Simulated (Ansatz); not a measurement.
CH₅GaOSSi, SMILES `[GaH2][SiH]1OCS1`. Charge 0, multiplicity 1. The structure was optimised at the PBE0-D4/def2-TZVP level.

```xyz
10

Ga    0.742   -0.013    2.215
Si    0.818    0.082   -0.193
O    -0.312    1.064   -0.945
C    -1.136    0.071   -1.523
S    -0.350   -1.531   -1.004
H    -0.226    0.900    3.048
H     1.585   -1.117    2.952
H     2.170    0.266   -0.799
H    -1.136    0.147   -2.612
H    -2.155    0.130   -1.137
```

Problem. What is the dipole moment at PBE/def2-TZVPP? (Best estimate.)

Solution. Ansatz gave: 0.45 D, with components (0.02, 0.45, -0.03) D in this frame, pointing from negative to positive charge.

Problem. And with r2SCAN, B3LYP, ωB97M-V? (Best estimate.)

Solution. The calculation gave: r2SCAN 0.52 D, B3LYP 0.46 D, ωB97M-V 0.53 D.

Problem. Give the Mulliken charges with PBE, r2SCAN, B3LYP in def2-TZVPP. (Estimate.)

Solution. The calculation gave: 
| atom | PBE | r2SCAN | B3LYP |
| --- | --- | --- | --- |
| Ga1 | 0.12 | 0.20 | 0.15 |
| Si2 | 0.33 | 0.40 | 0.42 |
| O3 | -0.33 | -0.41 | -0.40 |
| C4 | 0.04 | 0.17 | 0.05 |
| S5 | -0.25 | -0.29 | -0.28 |
| H6 | -0.03 | -0.06 | -0.05 |
| H7 | -0.03 | -0.06 | -0.05 |
| H8 | -0.07 | -0.10 | -0.08 |
| H9 | 0.11 | 0.08 | 0.12 |
| H10 | 0.11 | 0.07 | 0.12 |

B3LYP here is the variant with VWN-RPA as its local correlation; programs differ in this.
